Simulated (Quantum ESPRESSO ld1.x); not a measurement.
The numbers below are computed, except where a source is named.
The rhodium ion Rh2+, 43 electrons, occupied as [Kr] 4d7. Level of theory: Dirac Kohn-Sham, PW91, spin-unpolarised, spherical densities, point nucleus; open shells fill j = l - 1/2 first (ld1.x of Quantum ESPRESSO 7.5).

X-ray form factor f0, the Fourier transform of the density (f0(0) = 43):

| sin(theta)/lambda (1/angstrom) | f0 (electrons) |
|---|---|
| 0.05 | 42.443 |
| 0.1 | 40.889 |
| 0.15 | 38.630 |
| 0.2 | 36.010 |
| 0.25 | 33.326 |
| 0.3 | 30.777 |
| 0.4 | 26.450 |
| 0.5 | 23.214 |
| 0.6 | 20.812 |
| 0.8 | 17.310 |
| 1 | 14.431 |
| 1.25 | 11.299 |
| 1.5 | 8.903 |
| 2 | 6.280 |
